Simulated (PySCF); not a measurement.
How methods differ on the ionisation energy of Ag(17+)

Ag(17+) [Ar] 3d10 4s2 → Ag(18+) [Ar] 3d10 4s1 [4s1/2^1, M_J = 1/2], as a difference of total energies. All numbers are calculated (PySCF 2.14, the two-component X2C-1e Hamiltonian, in an even-tempered Gaussian basis (18 s from 0.94 bohr⁻², ratio 2.8; 13 p from 1.2 bohr⁻², ratio 2.8; 8 d from 2.2 bohr⁻², ratio 2.8; 4 f from 6 bohr⁻², ratio 3)). Correlated levels: [Ne] frozen; the 76 highest virtual spinors dropped. "Screened" scales the spin-orbit matrix elements by Boettger's factors to mimic the two-electron term; Breit and QED terms are absent.

| method | ionisation energy (eV) |
| --- | --- |
| GHF (spin-free) | 467.97 |
| GHF (screened spin-orbit) | 467.96 |
| GMP2 (screened spin-orbit) | 470.31 |

Task: How much does correlation contribute at GMP2 (screened spin-orbit)?

Result: 470.31 − (467.96) = 2.35 eV, measured against GHF (screened spin-orbit).

Breit and QED terms and the two-electron picture change are absent.

For comparison: 469 ± 3 eV (theoretical estimate listed by NIST; NIST Atomic Spectra Database, ionization energies).
